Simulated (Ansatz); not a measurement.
Reactions of `C=[N][InH2]`.

Computed with Ansatz on PBE0-D4/def2-TZVP structures; ΔE is electronic, products minus reactants. CCSD(T)/CBS is the MP2 limit (def2-TZVPP, def2-QZVPP) plus CCSD(T) − MP2 in def2-TZVPP, frozen cores. This one scheme is used for every species, atoms too. No spin–orbit coupling; open shells (•) take unrestricted orbitals. Spin–orbit coupling would lower the free atoms: a little for C; strongly for In. def2 core potentials past Kr. Bonds to Br, In, Se are less sure, by a few kJ/mol each and by 10 to 20 or more in all where they break to atoms, as the def2 sets lack core-valence functions. Scalar relativity is left out up to krypton. Each species was taken in one conformer, which may not be the lowest.

(1) Order these by ΔE at CCSD(T)/CBS, lowest first. (Best estimate.)
A. `C=[N][InH2]` + `[SiH3]N[SiH3]` → `[SiH3][N]([SiH3])[InH2]` + `C=N`
B. `C=[N][InH2]` + HBr → `[Br][InH2]` + `C=N`
C. `C=[N][InH2]` + `C[S][AlH][OH]` → `C[S][AlH][O][InH2]` + `C=N`
D. `C=[N][InH2]` + CH₃SH → `C[S][InH2]` + `C=N`
E. `C=[N][InH2]` + H₂Se → `[SeH][InH2]` + `C=N`
F. `C=[N][InH2]` → C• + 4 H• + In• + N•

Largest T1 diagnostic: 0.015, for `C=[N][InH2]`.

Results:

(1) B (-1.59 eV), E (-1.33 eV), D (-1.03 eV), C (-0.65 eV), A (-0.56 eV), F (+21.71 eV).
